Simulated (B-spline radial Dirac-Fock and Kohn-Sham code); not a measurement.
# Two-hole binding energies of Cr⁴⁺

System: chromium as Cr⁴⁺, configuration 1s2 2s2 2p6 3s2 3p6 3d2.

Method: Dirac-Fock (average of configuration) total-energy differences with a finite nucleus, the Breit interaction including its frequency dependence, and self-energy and vacuum-polarisation corrections. Computed with a radial finite-basis atomic code. U is the two-hole binding energy less the two single-hole energies, the effective repulsion of the holes after relaxation. Each two-hole energy is an average over J within one jj subconfiguration.

```tsv
holes	E(a) (eV)	E(b) (eV)	E(ab) (eV)	U (eV)
1s⁻¹ 2p1/2⁻¹	6065.1	661.8	6821.4	94.5
1s⁻¹ 2p3/2⁻¹	6065.1	653.4	6811.4	92.9
1s⁻¹ 3p1/2⁻¹	6065.1	114.8	6210.7	30.8
1s⁻¹ 3p3/2⁻¹	6065.1	113.7	6209.3	30.5
2s⁻²	776.4	776.4	?	?
2s⁻¹ 2p3/2⁻¹	776.4	653.4	1486.8	57.1
2p1/2⁻²	661.8	661.8	1395.9	72.3
2p3/2⁻²	653.4	653.4	1375.1	68.4
2s⁻¹ 3p1/2⁻¹	776.4	114.8	919.4	28.2
2p1/2⁻¹ 3s⁻¹	661.8	150.2	840.9	29.0
2p3/2⁻¹ 3s⁻¹	653.4	150.2	832.5	28.9
2p1/2⁻¹ 3p3/2⁻¹	661.8	113.7	804.1	28.6
2p3/2⁻¹ 3p1/2⁻¹	653.4	114.8	796.9	28.7
3p1/2⁻¹ 3p3/2⁻¹	114.8	113.7	251.1	22.5
```

Question: Give the missing two-hole energy and U.

Answer: E(ab) = 1615.2 eV and U = 62.5 eV.
